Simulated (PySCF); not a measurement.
C2H9NSn, SMILES C[CH2][SnH2][NH2].

Coordinates come from a r2SCAN-D4/def2-SVP optimisation. The structure was generated by enumeration; whether it is a known compound was not checked. The def2 effective core potentials stand for the cores of Sn; spin–orbit coupling is left out. The values are those of a single conformer.

Calculation: PySCF with ωB97X/def2-TZVP.

Isolated molecule, no solvent.

Computed frontier levels, gap, dipole moment and polarisability:
```yaml
highest_occupied_level: -9.46 eV
lowest_empty_level: 1.79 eV
orbital_gap: 11.25 eV
dipole_moment: 0.87 D
quadrupole, principal values (traceless, Buckingham form, about the centre of nuclear charge): -6.36, 0.82, 5.54 D·Å
mean_static_polarisability: 72.6 bohr³ (10.76 Å³)
polarisability_principal_values: 65.4, 70.8, 81.6 bohr³
```
